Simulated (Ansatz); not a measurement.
One change: `[SiH3]C/C=C/Cl` becomes `CB/C=C/Cl`.

Ansatz, PBE0-D4/def2-TZVP geometries, multiplicity 1. Each molecule was computed in one conformer, which needn't be the lowest.

```csv
property,`[SiH3]C/C=C/Cl`
LUMO energy (PBE/def2-TZVPP) / eV,-1.19
HOMO energy (PBE/def2-TZVPP) / eV,-5.87
size of the dipole moment (ωB97M-V/def2-TZVPP) / D,1.74
size of the dipole moment (B3LYP/def2-TZVPP) / D,1.72
LUMO energy (PBE0/def2-TZVPP) / eV,-0.23
LUMO energy (B3LYP/def2-TZVPP) / eV,-0.44
```

Give the same properties after the change, and the shifts. (An estimate is asked.)

Computed: 
```json
{"property": "LUMO energy (PBE/def2-TZVPP) / eV", "`CB/C=C/Cl`": "-2.87", "shift": "-1.68"}
{"property": "HOMO energy (PBE/def2-TZVPP) / eV", "`CB/C=C/Cl`": "-6.81", "shift": "-0.94"}
{"property": "size of the dipole moment (ωB97M-V/def2-TZVPP) / D", "`CB/C=C/Cl`": "0.88", "shift": "-0.86"}
{"property": "size of the dipole moment (B3LYP/def2-TZVPP) / D", "`CB/C=C/Cl`": "0.79", "shift": "-0.93"}
{"property": "LUMO energy (PBE0/def2-TZVPP) / eV", "`CB/C=C/Cl`": "-1.95", "shift": "-1.72"}
{"property": "LUMO energy (B3LYP/def2-TZVPP) / eV", "`CB/C=C/Cl`": "-2.14", "shift": "-1.70"}
```

With PBE0 the HOMO falls by 0.90 eV and the LUMO falls by 1.72 eV, so the gap narrows by about 0.82 eV. PBE moves the HOMO by -0.94 eV and ωB97M-V by -0.89 eV. Dipoles are sizes alone; their direction can turn.

B3LYP here is the variant with VWN-RPA as its local correlation; programs differ in this.
